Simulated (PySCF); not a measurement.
## Electric properties by functional and basis

Species: C5H12Se.
SMILES: `C[Se]CC(C)C`

PySCF, dipoles from the SCF density, polarisabilities from static response with core orbitals frozen. Geometry: PBE0-D3(BJ)/def2-SVP, one conformer, isolated molecule. Relativistic effects, spin–orbit coupling among them, are left out although an element past zinc is present.

The anisotropy is √(½[(α1 − α2)² + (α2 − α3)² + (α3 − α1)²]).

```csv
level,μ (D),α (Å³),anisotropy (Å³)
LDA/def2-SVPD,1.486,14.47,5.00
PBE/def2-SVPD,1.444,14.28,4.90
B3LYP/def2-SVPD,1.452,13.91,4.71
PBE0/def2-SVPD,1.515,13.77,4.69
BHandHLYP/def2-SVPD,1.524,13.46,4.55
CAM-B3LYP/def2-SVPD,1.482,13.66,4.56
wB97X-D/def2-SVPD,1.535,13.67,4.53
LC-wPBE/def2-SVPD,1.539,13.27,4.39
HF/def2-SVPD,1.677,13.08,4.34
PBE0/6-31G*,1.654,11.39,4.45
PBE0/def2-SVP,1.418,11.73,4.84
PBE0/aug-cc-pVDZ,1.523,14.03,4.89
PBE0/def2-TZVP,1.493,13.27,5.11
```

The dipole runs from 1.42 D (PBE0/def2-SVP) to 1.68 D (HF/def2-SVPD). No reference polarisability is at hand; against PBE0 in the largest diffuse basis at hand (aug-cc-pVDZ) the other PBE0 rows deviate by 6-31G* -19%, def2-SVP -16%, def2-SVPD -2%, def2-TZVP -5%. In one basis (def2-SVPD) the functionals order the polarisability from HF (lowest) to LDA (highest), a spread of 11%. With PBE0 the polarisability is 12.13 Å³ without diffuse functions (mean of 6-31G*, def2-SVP and def2-TZVP) and 13.90 Å³ with them (mean of def2-SVPD and aug-cc-pVDZ).
